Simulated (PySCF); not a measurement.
Results of a calculation; reference values are marked as such.
## C2H9BClSi2

The system: C2H9BClSi2, a small molecule (built as: Si site whose three back bonds go to CH3, Cl, BHSiH3; end group CH2); neutral, doublet. The structure, one conformer, was relaxed in the gas phase by PBE0-D3(BJ)/def2-SVP. No frequency run checks that it is a minimum.

SMILES: [CH2][Si](C)(Cl)B[SiH3]

```tsv
atom	x (Å)	y (Å)	z (Å)
Si1	-1.021	0.503	-0.378
C2	-1.552	0.488	1.401
Cl3	-2.175	1.782	-1.504
B4	0.845	-0.122	-1.212
Si5	2.137	-0.121	0.336
C6	-0.429	-1.045	-1.256
H7	-2.567	0.065	1.484
H8	-1.569	1.509	1.811
H9	-0.858	-0.125	1.993
H10	1.087	0.578	-2.172
H11	1.569	-0.777	1.566
H12	3.373	-0.901	-0.019
H13	2.586	1.249	0.744
H14	-0.931	-1.219	-2.217
H15	-0.495	-1.897	-0.563
```

EPR values by unrestricted B3LYP, IGLO-III on B C Cl Si, pcH-1 on H.

(1) Predict g and the largest hyperfine couplings. Where does the spin sit?

(2) How do the isotropic couplings move with BHandHLYP?

Results:

(1) g = 2.0024, 2.0062, 2.0126. The spin sits on Si1 (61 %, bonded to 1 B + 2 C + 1 Cl) by Mulliken populations.
| atom | isotope | isotropic (MHz) | dipolar, principal values (MHz) |
| --- | --- | --- | --- |
| Si1 | 29Si | -167.6 | -132.2, 65.8, 66.4 |
| H12 | 1H | 77.2 | -1.9, -0.3, 2.2 |
| H15 | 1H | 44.5 | -5.8, 0.0, 5.8 |
| B4 | 11B | 21.6 | -14.6, -13.8, 28.4 |
| H7 | 1H | 40.5 | -2.5, -0.5, 3.0 |
| C6 | 13C | 17.6 | -10.5, -9.6, 20.1 |

(2) Si1 -167.6 to -191.9 MHz, H12 77.2 to 72.2 MHz, H15 44.5 to 44.2 MHz, B4 21.6 to 18.8 MHz.

The 2 runs behind this took 2.3 min in all, one thread each of Intel Xeon 6975P-C on a shared host, launched as `OMP_NUM_THREADS=1 python cluster_run.py task.json out`.
